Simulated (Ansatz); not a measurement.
Geometry optimisation, RHF/def2-SVP in Ansatz 0.2.0.

Input:

```yaml
crystal:
  periodic: [false, false, false]
  atoms:
    - { symbol: Mo, position_ang: [0.0, 0.0, 0.0] }
    - { symbol: Cl, position_ang: [0.0, 0.0, 2.66] }
    - { symbol: F, position_ang: [1.77, 0.0, 0.0] }
    - { symbol: F, position_ang: [0.0, 1.77, 0.0] }
    - { symbol: F, position_ang: [-1.77, 0.0, 0.0] }
    - { symbol: F, position_ang: [0.0, -1.77, 0.0] }
    - { symbol: Cl, position_ang: [0.0, 0.0, -2.31] }
    - { symbol: O, position_ang: [1.4195, 1.4788, 0.6811] }
    - { symbol: H, position_ang: [2.1501, 1.0257, 1.2113] }
    - { symbol: H, position_ang: [1.0081, 1.0502, 1.8764] }
basis:
  gaussian: { orbitals: def2-SVP }
hamiltonian:
  xc: hf
relax:
  f_tol: 0.15
  max_steps: 25
  restrain:
    - { distance: [0, 7], at: 3.06, k: 30.0 }
    - { distance: [9, 1], at: 2.57, k: 30.0 }
    - { distance: [0, 1], at: 2.31, k: 30.0 }
    - { distance: [9, 7], at: 1.01, k: 30.0 }
output:
  orbitals: {}
```

Launched with:

```bash
$ ansatz run input.yaml --threads 4 --pin off --max-ram 5120MiB --backend cpu --events-out ev --progress --plain --runs-dir out
```

Problem. Where does it end, and by what steps?

Solution. The forces met the threshold. The restraints hold the end off the free minimum. After 8 steps the energy has fallen by 11.537 eV (the restraints' own energy left out); H10 moved furthest, 0.92 Å. The start is strongly strained (largest force component 19 eV/Å), so its close contacts needn't be bonds. Parted: Mo1–O8 (2.16 → 3.08 Å). Joined: O8–H10 (1.33 → 0.97 Å).

```json
{"step": "0", "energy less start (eV)": "0.0000", "largest force component (eV/Å)": "18.675", "accepted": "yes"}
{"step": "1", "energy less start (eV)": "-5.2201", "largest force component (eV/Å)": "12.943", "accepted": "yes"}
{"step": "2", "energy less start (eV)": "-7.9028", "largest force component (eV/Å)": "5.422", "accepted": "yes"}
{"step": "3", "energy less start (eV)": "-9.3957", "largest force component (eV/Å)": "4.355", "accepted": "yes"}
{"step": "4", "energy less start (eV)": "-10.6582", "largest force component (eV/Å)": "2.455", "accepted": "yes"}
{"step": "5", "energy less start (eV)": "-11.2289", "largest force component (eV/Å)": "2.065", "accepted": "yes"}
{"step": "6", "energy less start (eV)": "-11.4345", "largest force component (eV/Å)": "1.971", "accepted": "yes"}
{"step": "7", "energy less start (eV)": "-11.4409", "largest force component (eV/Å)": "2.799", "accepted": "yes"}
{"step": "8", "energy less start (eV)": "-11.5367", "largest force component (eV/Å)": "1.394", "accepted": "yes"}
```

```xyz
10
Properties=species:S:1:pos:R:3
Mo -0.142 -0.137 -0.086
Cl -0.153 -0.207 2.217
F 1.631 -0.405 -0.163
F -0.334 1.640 -0.150
F -1.950 -0.198 -0.060
F -0.284 -1.942 -0.111
Cl -0.178 -0.153 -2.367
O 1.851 1.775 1.271
H 2.694 1.367 1.419
H 1.443 1.816 2.149
```

Run time: 26 s on 4 threads of Arm Neoverse V1 (shared host), peak memory 0.49 GiB.
